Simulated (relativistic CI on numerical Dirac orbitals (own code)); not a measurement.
**Slater and spin-orbit integrals, Pd+**

These numbers are calculated, not measured: Dirac-Coulomb-Breit CI, separate exchange-only KLI orbitals for each configuration, model QED (radiative potential, 1s self-energy scaled to tabulated hydrogen-like ionisation energies), valence Slater integrals scaled by 0.85, P86 correlation energy added to each configuration (own radial code, finite nucleus).

Slater integrals F^k, G^k are unscaled and averaged over j, outside the closed core [Kr]; ζ comes from projecting the Hamiltonian with its Breit term on Σ l·s of the shell.

- 4d9: ζ(4d) = 1347.1 cm⁻¹; <r>(4d) = 1.449, <r^2>(4d) = 2.551 (bohr units).
- 4d8 5s: F^2(4d,4d) = 70703, F^4(4d,4d) = 46008, ζ(4d) = 1463.8, G^2(4d,5s) = 14663 cm⁻¹; <r>(4d) = 1.4, <r^2>(4d) = 2.366, <r>(5s) = 2.809, <r^2>(5s) = 8.997 (bohr units).
- 4d8 5p: F^2(4d,4d) = 71487, F^4(4d,4d) = 46583, ζ(4d) = 1492.6, F^2(4d,5p) = 17846, G^1(4d,5p) = 7421.3, G^3(4d,5p) = 5973.8, ζ(5p) = 1178.1 cm⁻¹; <r>(4d) = 1.387, <r^2>(4d) = 2.315, <r>(5p) = 3.653, <r^2>(5p) = 15.29 (bohr units).

(1) Give the Racah parameters of the d shell in 4d8 5s.

In this model ζ of a weakly bound d, f or g electron outside closed shells comes out too small, for d by up to a factor of two or three and at times with the wrong sign; that of an outer p electron is too small as well.

For a near-neutral ion this model can misplace configurations by up to about 10,000 cm⁻¹ (more where the count of f electrons changes) and terms by 10 to 25 % of their spread. Rates follow the energies as ν³ (E1, M1) or ν⁵ (E2), so they and the lifetimes can be off by large factors. The fine structure of a lone outer electron comes out too small, for d and f at times inverted, and misplaced configurations move strength between like terms. 16 of the 36 excited levels that our extract of the measured tables holds in this range could be paired (the sources list more); they are missed by 994 cm⁻¹ on average and 2379 at most, and levels without a partner can miss by more.

Averages of the first 10 configurations, taken without configuration mixing, which lowers the lowest level and can move excited configurations by several eV; other configurations of the list can lie among them:

| Configuration | Parity | States | Average energy above the lowest level (eV) |
| --- | --- | --- | --- |
| 4d9 | even | 10 | 0.3 |
| 4d8 5s | even | 90 | 4.7 |
| 4d8 5p | odd | 270 | 9.7 |
| 4d7 5s2 | even | 120 | 12.0 |
| 4d8 6s | even | 90 | 13.7 |
| 4d8 5d | even | 450 | 14.4 |
| 4d8 6p | odd | 270 | 15.1 |
| 4d7 5s 5p | odd | 1440 | 16.6 |
| 4d8 4f | odd | 630 | 16.8 |
| 4d8 6d | even | 450 | 16.9 |

Results:

(1) B = F²/49 − 5F⁴/441 = 921 cm⁻¹ and C = 35F⁴/441 = 3651 cm⁻¹; values fitted to spectra at such low charge are typically 15 to 30 % smaller.
